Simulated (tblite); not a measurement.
Compound: C6H6O3 (charge -1 and doublet state).
Geometry (GFN2-xTB, Å), atoms numbered from 1 in this order:
```
atom  x, y, z in Å
C1     2.3888    0.8811    0.0290
O2     1.3485    0.7053   -0.8969
C3     0.1431    0.2157   -0.3469
C4    -0.4749   -0.8557   -1.0439
C5    -1.6995   -1.3218   -0.5742
C6    -2.2471   -0.7720    0.5451
O7    -1.6413    0.2523    1.2605
C8    -0.4258    0.8019    0.7838
O9     0.0087    1.7485    1.4629
H10    3.2111    1.3557   -0.5121
H11    2.0698    1.5177    0.8587
H12    2.7318   -0.0842    0.4326
H13   -0.0013   -1.2573   -1.9261
H14   -2.2257   -2.1226   -1.0794
H15   -3.1905   -1.0567    0.9849
```

Calculated harmonic vibrations of the isolated species, GFN2-xTB (tblite), most abundant isotopes, no scaling. Errors from tens to a few hundred cm⁻¹ against measured bands are possible. One conformer, not necessarily the lowest. Open shells enter through the occupations alone, without spin polarisation, and single modes of such species can be off by tens of per cent.

Harmonic wavenumbers (cm⁻¹): 73.1, 119.0, 148.6, 186.0, 245.6, 320.1, 402.2, 432.0, 460.8, 508.1, 552.0, 554.2, 606.0, 652.7, 717.8, 811.2, 834.0, 936.1, 992.7, 1043.8, 1103.1, 1136.1, 1175.5, 1180.2, 1190.5, 1323.0, 1353.5, 1393.3, 1460.9, 1472.7, 1494.1, 1540.0, 1668.6, 2843.9, 2950.4, 2961.8, 3021.0, 3057.7, 3075.0.

A = 3008, B = 1508, C = 1041 MHz; mass 126.032 u (most abundant isotopes); point group C1, symmetry number 1; spin multiplicity 2.

Problem. What is the zero-point energy?

Solution. Half the sum of the wavenumbers: 22999 cm⁻¹ = 275.12 kJ/mol.

Problem. What is S at 400 K and 1 bar for an ideal gas of classical rigid rotors and harmonic oscillators?

Solution. Translation 175.28, rotation 123.37, vibration 127.16, spin (R ln 2) 5.76: S = 431.6 J/(mol K).

Problem. And Cp and H(400 K) − H(0)?

Solution. Cp = 175.43 J/(mol K), of which vibrations give 142.18 (their classical limit is 39 R = 324.3); H(400 K) − H(0) = 41.43 kJ/mol without the zero-point energy, 28.13 from vibrations.

Problem. What must be added to the electronic energy to get the Gibbs energy at 400 K and 1 bar?

Solution. ZPE + [H(400 K) − H(0)] − T·S = 275.12 + 41.43 − 172.63 = 143.92 kJ/mol.

Problem. How do the functions run with temperature in this model?

Solution. 
```json
{"T (K)": "100", "S (J/(mol K))": "279.1", "Cp (J/(mol K))": "65.8", "H − H(0) (kJ/mol)": "4.68", "G − H(0) (kJ/mol)": "-23.23", "ln q(vib)": "0.87"}
{"T (K)": "200", "S (J/(mol K))": "336.5", "Cp (J/(mol K))": "104.4", "H − H(0) (kJ/mol)": "13.18", "G − H(0) (kJ/mol)": "-54.12", "ln q(vib)": "2.71"}
{"T (K)": "300", "S (J/(mol K))": "386.0", "Cp (J/(mol K))": "141.9", "H − H(0) (kJ/mol)": "25.52", "G − H(0) (kJ/mol)": "-90.29", "ln q(vib)": "4.74"}
{"T (K)": "500", "S (J/(mol K))": "473.8", "Cp (J/(mol K))": "203.4", "H − H(0) (kJ/mol)": "60.42", "G − H(0) (kJ/mol)": "-176.50", "ln q(vib)": "8.95"}
{"T (K)": "800", "S (J/(mol K))": "582.9", "Cp (J/(mol K))": "259.4", "H − H(0) (kJ/mol)": "130.70", "G − H(0) (kJ/mol)": "-335.63", "ln q(vib)": "15.07"}
{"T (K)": "1000", "S (J/(mol K))": "643.4", "Cp (J/(mol K))": "282.4", "H − H(0) (kJ/mol)": "185.02", "G − H(0) (kJ/mol)": "-458.40", "ln q(vib)": "18.85"}
```

q(vib) and H(0) count from the zero-point level.

Problem. Blend soft modes into free rotors: weight 1/[1 + (100 cm⁻¹/ν̃)⁴] for the oscillator and the rest for a rotor with moment μB/(μ + B), μ = h/(8π²ν), B = 10⁻⁴⁴ kg m². What vibrational entropy results?

Solution. 121.87 J/(mol K) in place of 127.16, which changes −T·S at 400 K by +2.11 kJ/mol.

Hindered rotation and anharmonicity are outside this model. Other conformers, if any are populated, would add a mixing term that is left out. The structure is chiral; the term R ln 2 for an equal mix with its mirror image is left out.

On Arm Neoverse N1, one thread, shared host with 64 logical CPUs at a one-minute load of 54, this took 0.73 s wall. The figure is for the frequency step alone.
